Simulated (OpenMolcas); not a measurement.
An atom or ion with 43 electrons was computed by XMS-CASPT2, IPEA 0.25 Eh, imaginary shift 0.1 Eh with spin-orbit coupling (OpenMolcas, ANO-RCC-VTZP, DKH2). The lowest levels that the run gave, each within 12 % of the measured value where one is at hand:

```csv
J,Parity,E (cm⁻¹),g
9/2,even,0.0,1.330
7/2,even,2200,1.237
5/2,even,3610,1.031
3/2,even,4500,0.411
5/2,even,11310,1.595
3/2,even,11470,1.662
1/2,even,12860,2.541
9/2,even,14690,1.093
7/2,even,16870,0.893
3/2,even,17390,1.253
11/2,even,19280,1.091
1/2,even,19610,0.796
```

Which ion is it, and what are the configurations and terms?

Rh III (Z = 45, charge +2; active space 7 electrons in 6 orbitals (4d 5s)). J, parity and g give the terms where levels are pure, and mixed ones are named by the computed weights; the size of the splittings, set against known spectra of the 43-electron sequence, gives the charge. In order, with the measured energies in cm⁻¹ (the list in Shadmi, J. Res. Natl. Bur. Stand. 70A, 435 (1966)): 4d⁷ ⁴F_9/2, 4d⁷ ⁴F_7/2 (2148), 4d⁷ ⁴F_5/2 (3486), 4d⁷ ⁴F_3/2 (4322), 4d⁷ ⁴P_5/2 (11062), 4d⁷ ⁴P_3/2 (10997), 4d⁷ ⁴P_1/2, 4d⁷ ²G_9/2, 4d⁷ ²G_7/2, 4d⁷ ²P_3/2 [59 %], 4d⁷ ²H_11/2, 4d⁷ ²P_1/2.

CASPT2 breaks the degeneracy within a term, and the mean is taken; among the terms shown or strongly mixed into the levels shown the widest spread is 2100 cm-1 (4d⁷ ⁴F). Terms from blocks run as CI alone lack orbitals of their own. The CASPT2 spread within a term exceeds the gap to the next term for 4d⁷ ²H and 4d⁷ ²D(1), so the order of their levels is uncertain. Computed and measured levels are paired by configuration, term and J; levels that our copy of the source lacks, or whose pairing is in doubt (as where it misses far off the trend of its configuration), stay unpaired and out of the deviations. Only configurations of the active space appear.

A share in square brackets marks a mixed level and gives the weight of the term that names it. A number in round brackets counts repeated terms of one configuration in the order of the reference energies.
